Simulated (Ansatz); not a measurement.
Start from `[NH2][AlH][SiH2][SiH2]Cl` and change one atom or group to get `[NH2][AlH][SiH2][TeH]`.

Ansatz, PBE0-D4/def2-TZVP geometries, multiplicity 1. Each molecule was computed in one conformer, which needn't be the lowest.

Elements past krypton have def2 core potentials.

| property | `[NH2][AlH][SiH2][SiH2]Cl` |
| --- | --- |
| LUMO energy (ωB97M-V/def2-TZVPP) / eV | 0.32 |
| size of the dipole moment (B3LYP/def2-TZVPP) / D | 0.85 |
| LUMO energy (PBE0/def2-TZVPP) / eV | -1.33 |
| HOMO energy (PBE/def2-TZVPP) / eV | -6.36 |
| HOMO–LUMO gap (B3LYP/def2-TZVPP) / eV | 5.80 |
| size of the dipole moment (ωB97M-V/def2-TZVPP) / D | 0.89 |

(1) What does the change do to each property? (An estimate is asked.)

Results:

(1) Computed: 
```csv
property,`[NH2][AlH][SiH2][TeH]`,shift
LUMO energy (ωB97M-V/def2-TZVPP) / eV,0.33,0.01
size of the dipole moment (B3LYP/def2-TZVPP) / D,2.01,1.16
LUMO energy (PBE0/def2-TZVPP) / eV,-1.30,0.03
HOMO energy (PBE/def2-TZVPP) / eV,-5.32,1.04
HOMO–LUMO gap (B3LYP/def2-TZVPP) / eV,4.64,-1.16
size of the dipole moment (ωB97M-V/def2-TZVPP) / D,2.14,1.25
```

Dipoles are sizes alone; their direction can turn.

B3LYP here is the variant with VWN-RPA as its local correlation; programs differ in this.

Spin–orbit coupling is left out; it splits and shifts lone-pair levels of the heavy atoms by tenths of an eV.
